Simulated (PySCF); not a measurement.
[TiF5]2- by CASSCF and spin-orbit coupling

[TiF5]2-: Ti(III) (d1), charge -2. The structure is a PBE0-D3(BJ)/def2-TZVP, IEF-PCM water geometry optimised for multiplicity 2; coordination trigonal bipyramidal, point group Cs, metal–donor distances 1.88–1.98 Å.

```
6

Ti    0.0000    0.0000    0.0000
F     0.0063    0.0117    1.9820
F     0.0063    0.0117   -1.9820
F     1.8721   -0.2234    0.0000
F    -1.1017    1.5227    0.0000
F    -0.9342   -1.6794    0.0000
```

Method (PySCF 2.14, density fitting): CASSCF(1,5) with orbitals averaged over all microstates of the shell, strongly contracted NEVPT2 on the averaged canonical orbitals; basis x2c-TZVPall on the metal, x2c-SVPall elsewhere; spin-free X2C; IEF-PCM water; spin-orbit coupling by state interaction with the mean-field operator over all roots.

## Spin-free states

```tsv
2S+1	deg.	symmetry	free-ion term	CASSCF / cm⁻¹	NEVPT2 / cm⁻¹	f(ED)
2	1	2A''	2D 1.00	0	0	–
2	1	2A''	2D 1.00	1471	1590	1.5e-06
2	1	2A'	2D 1.00	5196	5505	5.9e-08
2	1	2A'	2D 1.00	7357	7598	9.5e-05
2	1	2A'	2D 1.00	17521	19137	1.2e-05
```

Energies are counted from the ground state at NEVPT2 level. Weights follow the labels. f(ED) is the electric-dipole oscillator strength from the ground state at the fixed geometry, without vibronic coupling; occupations, where given, run over the ligand-field orbitals from the lowest.

## Ligand-field fit



```json
{"orbital": "1", "CASSCF / cm⁻¹": "0", "NEVPT2 / cm⁻¹": "0", "metal share": "0.96", "main function": "yz 0.69"}
{"orbital": "2", "CASSCF / cm⁻¹": "1471", "NEVPT2 / cm⁻¹": "1590", "metal share": "0.96", "main function": "xz 0.69"}
{"orbital": "3", "CASSCF / cm⁻¹": "5196", "NEVPT2 / cm⁻¹": "5505", "metal share": "0.92", "main function": "x2-y2 0.67"}
{"orbital": "4", "CASSCF / cm⁻¹": "7357", "NEVPT2 / cm⁻¹": "7598", "metal share": "0.90", "main function": "xy 0.62"}
{"orbital": "5", "CASSCF / cm⁻¹": "17521", "NEVPT2 / cm⁻¹": "19137", "metal share": "0.90", "main function": "z2 0.93"}
```

ζ = 132 cm⁻¹, against 152 for the free ion.

## Spin-orbit levels

```json
{"E / cm⁻¹": "0.0", "deg.": "2", "make-up": "1.00 2A''", "g (S′ = 1/2)": "1.83 1.90 1.95"}
{"E / cm⁻¹": "1596.3", "deg.": "2", "make-up": "1.00 2A''", "g (S′ = 1/2)": "1.92 1.94 2.17"}
{"E / cm⁻¹": "5506.6", "deg.": "2", "make-up": "1.00 2A'", "g (S′ = 1/2)": "1.66 2.04 2.06"}
{"E / cm⁻¹": "7610.8", "deg.": "2", "make-up": "1.00 2A'", "g (S′ = 1/2)": "2.00 2.05 2.34"}
{"E / cm⁻¹": "19143.8", "deg.": "2", "make-up": "1.00 2A'", "g (S′ = 1/2)": "2.01 2.03 2.05"}
```

## Magnetism

The ground doublet has g = 1.831, 1.902, 1.951. μeff is 1.77 μB at 300 K and 1.65 μB at 10 K; the spin-only value is 1.73 μB.

```
T / K  χT / cm³ K mol⁻¹  μeff / μB
    2             0.337       1.64
    5             0.338       1.64
   10             0.339       1.65
   20             0.340       1.65
   30             0.342       1.65
   50             0.346       1.66
   75             0.350       1.67
  100             0.355       1.68
  150             0.364       1.71
  200             0.373       1.73
  250             0.382       1.75
  300             0.391       1.77
```

Powder magnetisation at 2 K: 0.15 μB at 0.5 T, 0.29 μB at 1 T, 0.53 μB at 2 T, 0.70 μB at 3 T, 0.87 μB at 5 T, 0.93 μB at 7 T.

No frequencies were computed for the optimised geometry. NEVPT2 on the d shell alone tends to put d–d bands too high for such charged or covalently bound ions.

The job took 4.5 s on one thread of Arm Neoverse V1 (shared host), with 118 basis functions and a peak of 0.5 GiB, launched as `OMP_NUM_THREADS=1 python lf_run.py task.json out`.
